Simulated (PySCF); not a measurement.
Atom-mapped SMILES (the numbers label the heavy atoms): `[F:1][Si:2]([F:3])([F:4])[SH:5]` (H(Xn): hydrogen on atom n).

Calculated, not measured (PySCF): GIAO B97-2/pcSseg-2 shieldings, PBE0-D3(BJ)/def2-SVP geometry. One computed conformer, fast rotation and ring inversion assumed for equivalent nuclei, in vacuum, no relativistic terms.

Chemical shifts δ = σref − σ; TMS for 1H (σref 31.36), 29Si (σref 347.59); 19F (σref 177.41) against CFCl3; 33S (σref 507.25) vs CS2, all at this level.

| atoms | nucleus | count | δ (ppm) |
| --- | --- | --- | --- |
| H(S5) | 1H | 1 | 0.85 |
| F1/F3/F4 | 19F | 3 | ? |
| Si2 | 29Si | 1 | -58.5 |
| S5 | 33S | 1 | ? |

Complete the table.

## Answers


- F1/F3/F4: -129.3 ppm, fluorine bonded to Si
- S5: -221 ppm, sulfur bonded to Si, H

Exchangeable OH/NH protons stand at their gas-phase positions; hydrogen bonding in a real sample shifts them, mostly to higher δ. Unscaled 19F shifts against computed CFCl3 carry errors that often reach 10 to 50 ppm.
